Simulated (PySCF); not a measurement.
The multiplicity is imposed and other spin states were not computed.

Cartesian coordinates (Å):
```xyz
17

Ti    -0.0482    -0.0299    -0.4596
O     -0.2249     0.1962    -2.2134
C     -0.0070    -0.2672    -3.5211
H     -0.9703    -0.5568    -3.9816
H      0.6677    -1.1454    -3.5222
H      0.4484     0.5340    -4.1337
O      0.6226     1.4510     0.2564
C      0.9655     2.8079     0.1436
H      0.8854     3.1501    -0.9065
H      2.0040     2.9644     0.4923
H      0.2888     3.4188     0.7704
O      1.0655    -1.3805    -0.1516
C      2.1689    -1.8914     0.5513
H      2.8803    -2.3611    -0.1542
H      1.8307    -2.6592     1.2726
H      2.6919    -1.0874     1.1048
Cl    -2.0512    -0.4766     0.4656
```
Charge 0, spin multiplicity 1.

Problem. Predict the HOMO–LUMO gap, LUMO, HOMO, dipole moment and charge on the central atom (Mulliken) from PySCF with TPSSh-D3(BJ)/def2-TZVP // TPSS-D3(BJ)/def2-SVP.

Solution. 
```json
{
  "HOMO–LUMO gap": "5.44 eV",
  "LUMO": "-1.87 eV",
  "HOMO": "-7.30 eV",
  "dipole_moment": "4.23 D",
  "charge on the central atom (Mulliken)": "1.46 e"
}
```
